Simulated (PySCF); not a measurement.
## Vertical excitation energies

Compound: C₂H₁₁GeNSi.
InChI=1S/C2H11GeNSi/c1-2-4(3)5/h2H2,1,3,5H3

Computed with TDDFT PBE0/def2-SVPD, vertical, gas phase, core orbitals frozen in the response in PySCF. Isolated species at its PBE0-D3(BJ)/def2-SVP geometry (one conformer only). Relativistic effects, spin–orbit coupling among them, are left out although an element past zinc is present. Torsions of this conformer, `[CH3:1][CH2:2][N:3]([SiH3:4])[GeH3:5]`: C1–C2–N3–Si4 92°.

Question: Predict the UV-vis stick spectrum at this level.

Answer: 

| state | E (eV) | ν̃ (cm⁻¹) | f | \|μ\| (D) | main configurations (H = HOMO, L = LUMO) |
| --- | --- | --- | --- | --- | --- |
| S1 | 5.56 | 44850 | 0.0018 | 0.29 | H→L (96%) |
| S2 | 6.06 | 48890 | 0.030 | 1.13 | H→L+1 (96%) |
| S3 | 6.29 | 50740 | 0.0038 | 0.40 | H→L+2 (96%) |
| S4 | 6.74 | 54330 | 0.0085 | 0.58 | H→L+3 (75%), H→L+5 (16%) |
| S5 | 6.89 | 55570 | 0.0028 | 0.33 | H→L+4 (89%) |
| S6 | 6.97 | 56220 | 0.0048 | 0.43 | H→L+5 (81%), H→L+3 (17%) |

The lowest singlet comes at 223 nm (537 kJ/mol) in the ultraviolet; it is very weak; its leading configuration is HOMO→LUMO (96%). The strongest level in the table is S2 at 6.06 eV (205 nm, f = 0.030). Löwdin shares by element: HOMO nitrogen 53%, silicon 9%, carbon 7% or more, germanium 7% (atoms not listed hold the other 24%); LUMO germanium 24%, silicon 18%, carbon 7% or more, nitrogen 6% (atoms not listed hold the other 45%). The listed states span 1.41 eV, and the widest gap between neighbours is 0.50 eV (S1 to S2). The oscillator strengths of these states sum to 0.051; summed over the whole spectrum of an exact calculation they would give the number of electrons, 76 (Thomas–Reiche–Kuhn). Weighted by f, the mean energy of these states is 6.30 eV. Only the lowest 6 singlets were computed, as vertical energies without vibronic structure.

The run took about 50 s of CPU time (one thread, shared machine).
